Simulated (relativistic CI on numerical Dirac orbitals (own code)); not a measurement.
Hg XV: q coefficients and field-shift factors

Method of calculation: Dirac-Coulomb-Breit CI, KLI orbitals optimised for each configuration, derivatives by finite differences, unscaled Slater integrals, QED left out (own radial code, finite nucleus).

Configuration list (outside the closed core [Kr] 4d10): 4f14 5s2 5p4, 4f14 5s 5p5, 4f14 5s2 5p3 5d, 4f14 5p6, 4f13 5s2 5p5, 4f14 5s 5p4 5d. Double excitations out of closed p, d and f shells are left out; levels of such configurations are missing from the list, as are those of other unlisted configurations, and high levels can miss mixing partners.

With x = (α/α₀)² − 1 an excitation energy changes as ω = ω₀ + qx; K = 2q/ω₀ is the relative enhancement. Terms are leading LS components, so labels can repeat. The field-shift factor is F = δν/δ⟨r²⟩ for the transition from the lowest level.

Lowest level 4f14 5s2 5p4 3P_2.

| Level | ω₀ (cm⁻¹) | q (cm⁻¹) | F (GHz/fm²) |
| --- | --- | --- | --- |
| 4f14 5s2 5p4 1S_0 | 35540 | 4266 | -2.05 |
| 4f14 5s2 5p4 3P_1 | 176127 | 237100 | -51.9 |
| 4f14 5s2 5p4 1D_2 | 194293 | 235100 | -51.1 |
| 4f14 5s2 5p4 3P_0 | 386382 | 471900 | -108 |
| 4f14 5s 5p5 3P°_2 | 498969 | 189400 | -402 |
| 4f13 5s2 5p5 3F_4 | 499514 | -166100 | 58.2 |
| 4f13 5s2 5p5 1F_3 | 501375 | -166200 | 58.2 |
| 4f13 5s2 5p5 3G_5 | 507032 | -167600 | 58.6 |
| 4f14 5s2 5p3 5d 5D°_1 | 510246 | 86050 | -147 |
| 4f14 5s2 5p3 5d 3F°_2 | 517866 | 58590 | -74.1 |
| 4f13 5s2 5p5 1D_2 | 521723 | -164900 | 58.3 |
| 4f14 5s2 5p3 5d 3P°_0 | 522643 | 22550 | 15.6 |
| 4f14 5s2 5p3 5d 3F°_3 | 523692 | 23470 | 17 |
| 4f13 5s2 5p5 3F_3 | 530078 | -136900 | 60.3 |
| 4f13 5s2 5p5 3F_2 | 538394 | -135900 | 60.1 |
| 4f13 5s2 5p5 3G_4 | 546529 | -136800 | 60.4 |
| 4f14 5s2 5p3 5d 3F°_4 | 547861 | 48780 | 18.6 |
| 4f13 5s2 5p5 3D_1 | 549835 | -136400 | 60.6 |
| 4f14 5s 5p5 3P°_1 | 572987 | 201400 | -342 |
| 4f14 5s2 5p3 5d 3D°_2 | 583159 | 125500 | -131 |
| 4f14 5s2 5p3 5d 3D°_3 | 598401 | 65280 | 13.3 |
| 4f14 5s2 5p3 5d 3D°_1 | 621105 | 106000 | -77.6 |
| 4f14 5s 5p5 3P°_0 | 665138 | 354300 | -312 |

At this charge transitions that keep the count of f electrons are usually good to a few per cent. Levels and lines within the n = 5 or 6 shells can be off by up to 10 % or somewhat more, and those that change n by about 2 %, since core polarisation is missing. Levels that differ in their count of f electrons can be misplaced by several ten thousand cm⁻¹, since the correlation energy of f electrons is missing or only estimated; rates across such gaps can be off by orders of magnitude.

(1) Which transition from the lowest level has the largest |K|?

Answers

(1) 4f14 5s2 5p4 3P_1 at 176127 cm⁻¹, K = 2.69.
